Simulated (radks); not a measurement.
Species: the sulfur ion S+. Configuration: [Ne] 3s2 3p(up 2, down 1) (spins set by hand, not the high-spin state).

Method: non-relativistic Kohn-Sham, BLYP, spin-polarised, spherical densities, point nucleus; computed with a radial shooting solver on a logarithmic mesh with Libxc functionals.

Energy parts (Ry):
part                       energy
total                  -795.36058
kinetic                 794.42085
electron-nucleus      -1880.20239
Hartree                 340.94661
exchange-correlation    -50.52565

Orbitals (lengths in bohr, moments of r in powers of bohr; <r^-3> diverges for s and p1/2; r(max) is where P^2 peaks; r(90%) holds 90 % of the orbital's charge):
orbital  occ.  eigenvalue (Ry)   <1/r>  r(90%)   r(max)  <r^-3>
1s up       1        -177.2064   15.56   0.174  0.06371       -
1s down     1        -177.1950   15.56   0.174  0.06371       -
2s up       1        -16.31886   3.045   0.755   0.3900       -
2s down     1        -16.30835   3.044   0.754   0.3901       -
2p up       3        -12.37412   2.954   0.738   0.3258   80.60
2p down     3        -12.35928   2.954   0.738   0.3260   80.56
3s up       1         -2.04436  0.8415    2.46    1.392       -
3s down     1         -1.96682  0.8399    2.48    1.390       -
3p up       2         -1.25604  0.7179    2.93    1.541   6.506
3p down     1         -1.18475  0.7105    2.99    1.545   6.395

The highest occupied level is 3p down at -16.119 eV. The spin density at the nucleus is -0.04237 e/bohr^3 (1s -0.09665, 2s 0.05208, 3s 0.00220), a Fermi contact field of -2.22 T. Virial ratio -V/T = 2.00118. Summed over all electrons, <r^2> = 21.02 bohr^2, which gives a Langevin (diamagnetic) susceptibility term of -16.6 x 10^-6 cm^3/mol. The density falls to 0.001 e/bohr^3 at r = 3.72 bohr. The electron density at the nucleus is 2677 e/bohr^3. Spin moment in Bohr magnetons: 1.
